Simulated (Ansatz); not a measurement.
Reaction (ligand exchange at the Al–S bond): `[CH3][AlH][SH]` + `CBN` → `CB[NH][AlH][CH3]` + H₂S

Program: Ansatz. Geometries: PBE0-D4/def2-TZVP. ΔE: electronic, gas phase. CCSD(T)/CBS adds triple-zeta CCSD(T) − MP2 to the extrapolated MP2 energy (def2 sets, frozen cores). This one scheme is used for every species. Functionals use def2-TZVPP. One conformer a species, not always the lowest.

```csv
species,r2SCAN-D4 energy (Eh)
`[CH3][AlH][SH]`,-681.73675
`CBN`,-121.33938
`CB[NH][AlH][CH3]`,-403.68340
H₂S,-399.37429
```

**Question.** Work out ΔE.

**Answer.** ΔE = (-403.68340) + (-399.37429) − (-681.73675) − (-121.33938) = 0.01844 Eh = +48.4 kJ/mol. CCSD(T)/CBS gives +42.7 kJ/mol.

**Question.** What do rigid-rotor, harmonic-oscillator terms from PBE0-D4/def2-TZVP frequencies (298.15 K, 1 bar) make of the CCSD(T)/CBS value? (Best estimate.)

**Answer.** Ansatz gave: ΔZPE = -11.5 kJ/mol, ΔH = +33.9 kJ/mol, ΔS = -6 J/(mol·K), ΔG = +35.6 kJ/mol. Modes under 50 cm⁻¹ make the entropy rough.

Largest T1 diagnostic among the species: 0.011.

Leaving LDA and LC-ωPBE aside and taking each functional with its dispersion term where it has one, the values, not all of them listed here, spread over 10.1 kJ/mol, from CAM-B3LYP-D4 to PBE-D4. LDA lies −3.5 kJ/mol from PBE without D4. The D4 term adds −4.1 kJ/mol with B3LYP and −2.4 kJ/mol with PBE0; it sums over pairs of atoms, weighted by their polarisabilities, and B3LYP, whose exchange is more repulsive, gets the larger term.

B3LYP here is the variant with VWN-RPA as its local correlation; programs differ in this.
